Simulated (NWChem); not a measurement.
BH2F; SMILES BF

Program: NWChem. Medium grid unless said otherwise, to which SCAN and Minnesota functionals are sensitive. All runs use the structure optimised with B3LYP/6-31G* (spherical d).

Task: Order these by “orbital gap (eV)”, lowest first: MN15/def2-SVP; LRC-wPBEh/def2-SVP; B3LYP/def2-SVP; PBE/def2-SVP; BHandHLYP/def2-SVP.

Result: PBE/def2-SVP (5.53), B3LYP/def2-SVP (7.76), MN15/def2-SVP (9.49), BHandHLYP/def2-SVP (10.90), LRC-wPBEh/def2-SVP (11.91)
